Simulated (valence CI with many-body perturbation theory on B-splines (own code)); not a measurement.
# W58+: E2, M1, M2 decay

Computed by configuration interaction combined with many-body perturbation theory (CI+MBPT): six valence electrons over a frozen Dirac-Fock core [Ne], a basis of 9 s, 9 p, 8 d, 6 f, 3 g, 1 h functions for each j, with the one-electron correlation potential Σ1, the two-electron term Σ2, the three-electron term Σ3, Breit, model QED; selected CI, second order for the rest, scaled by the run's own slope (own B-spline code, finite nucleus).

The last digits are not significant, and no measured levels were compared; by estimate large intervals hold to a few tenths of a per cent, small ones and those within an open d or f shell to about a per cent. Among the levels kept, up to 960 cm⁻¹ of a level comes from second order outside the variational space, and about a tenth of that is noise between levels of different J, which matters for small intervals.

Lines 1 to 28 of 28 in falling wavelength, among levels below 5606.6 × 10³ cm⁻¹, chosen from the decays that carry over 1 % of a level's rate. Wavelengths and rates use the calculated energies. Electric multipoles are in the length gauge with retardation, E1 and E2 with the static RPA response of the core. M1 uses the relativistic operator with retardation. Weak lines are less certain than strong ones. Lines between different terms over intervals too small for the method are left out, as are lines whose strength nearly cancels. The highest levels of a list are the least certain.

Levels are named by their leading jj configuration (3d3/2^4 stands for four electrons in 3d with j = 3/2), which in mixed levels can hold well under half, so a name can repeat and another be missing. Letters in brackets count levels of one name in rising energy.

```csv
λ vac (nm),Upper,Lower,Type,A (s⁻¹),Branch %
4479,(3s^2 3p1/2^2 3p3/2 3d3/2) J=0,(3s^2 3p1/2^2 3p3/2 3d3/2) J=1,M1,3.92e-01,6.4
141.4,(3s^2 3p1/2^2 3p3/2 3d3/2) J=0,(3s^2 3p1/2^2 3p3/2 3d3/2) J=2,E2,1.67e-01,2.7
62.72,(3s^2 3p1/2^2 3p3/2^2) J=0,(3s^2 3p1/2^2 3p3/2^2) J=2,E2,1.42e+01,100.0
16.45,(3s^2 3p1/2^2 3p3/2 3d5/2) J=4,(3s^2 3p1/2^2 3p3/2 3d3/2) J=3,M1,2.62e+06,99.2
15.50,(3s^2 3p1/2 3p3/2^2 3d5/2) J=5,(3s^2 3p1/2 3p3/2^2 3d3/2) J=4,M1,2.88e+06,3.2
14.58,(3s^2 3p1/2 3p3/2^2 3d5/2) J=4 [b],(3s^2 3p1/2 3p3/2^2 3d3/2) J=3 [a],M1,1.74e+06,1.7
5.092,(3s^2 3p1/2^2 3p3/2 3d3/2) J=0,(3s^2 3p1/2^2 3p3/2^2) J=2,M2,5.59e+00,90.9
4.027,(3s^2 3p1/2 3p3/2^2 3d5/2) J=4 [a],(3s^2 3p1/2^2 3p3/2 3d5/2) J=3,M1,1.04e+08,28.8
3.869,(3s^2 3p1/2 3p3/2^2 3d5/2) J=4 [b],(3s^2 3p1/2^2 3p3/2 3d5/2) J=3,M1,2.89e+07,27.9
3.832,(3s^2 3p1/2 3p3/2^2 3d5/2) J=5,(3s^2 3p1/2^2 3p3/2 3d5/2) J=3,E2,1.69e+06,1.9
3.796,(3s^2 3p1/2 3p3/2^2 3d5/2) J=3 [a],(3s^2 3p1/2^2 3p3/2 3d5/2) J=2,M1,1.75e+08,1.2
3.788,(3s^2 3p1/2 3p3/2^3) J=1,(3s^2 3p1/2^2 3p3/2^2) J=0,M1,1.15e+08,24.8
3.753,(3s^2 3p1/2 3p3/2^2 3d3/2) J=0,(3s^2 3p1/2^2 3p3/2 3d3/2) J=1,M1,3.55e+08,2.5
3.717,(3s^2 3p1/2 3p3/2^2 3d5/2) J=4 [a],(3s^2 3p1/2^2 3p3/2 3d5/2) J=4,M1,2.52e+08,69.6
3.675,(3s^2 3p1/2 3p3/2^2 3d3/2) J=2 [a],(3s^2 3p1/2^2 3p3/2 3d3/2) J=2,M1,1.95e+08,2.1
3.652,(3s^2 3p1/2 3p3/2^2 3d5/2) J=4 [b],(3s^2 3p1/2^2 3p3/2 3d5/2) J=2,E2,2.91e+06,2.8
3.598,(3s^2 3p1/2 3p3/2^2 3d3/2) J=4,(3s^2 3p1/2^2 3p3/2 3d3/2) J=3,M1,6.04e+07,88.2
3.598,(3s^2 3p1/2 3p3/2^2 3d3/2) J=4,(3s^2 3p1/2^2 3p3/2 3d3/2) J=3,E2,4.89e+06,7.1
3.583,(3s^2 3p1/2 3p3/2^2 3d5/2) J=4 [b],(3s^2 3p1/2^2 3p3/2 3d5/2) J=4,M1,3.86e+07,37.3
3.583,(3s^2 3p1/2 3p3/2^2 3d5/2) J=4 [b],(3s^2 3p1/2^2 3p3/2 3d5/2) J=4,E2,3.19e+06,3.1
3.573,(3s^2 3p1/2 3p3/2^3) J=1,(3s^2 3p1/2^2 3p3/2^2) J=2,M1,3.29e+08,70.8
3.573,(3s^2 3p1/2 3p3/2^3) J=1,(3s^2 3p1/2^2 3p3/2^2) J=2,E2,5.38e+06,1.2
3.550,(3s^2 3p1/2 3p3/2^2 3d5/2) J=5,(3s^2 3p1/2^2 3p3/2 3d5/2) J=4,M1,6.35e+07,70.3
3.550,(3s^2 3p1/2 3p3/2^2 3d5/2) J=5,(3s^2 3p1/2^2 3p3/2 3d5/2) J=4,E2,4.62e+06,5.1
3.506,(3s^2 3p1/2 3p3/2^2 3d3/2) J=4,(3s^2 3p1/2^2 3p3/2 3d3/2) J=2,E2,2.30e+06,3.4
3.477,(3s^2 3p1/2 3p3/2^3) J=2,(3s^2 3p1/2^2 3p3/2^2) J=2,M1,2.02e+08,68.4
3.477,(3s^2 3p1/2 3p3/2^3) J=2,(3s^2 3p1/2^2 3p3/2^2) J=2,E2,8.11e+06,2.7
3.310,(3s^2 3p1/2 3p3/2^2 3d5/2) J=3 [b],(3s^2 3p1/2^2 3p3/2 3d5/2) J=4,M1,1.81e+08,8.7
```
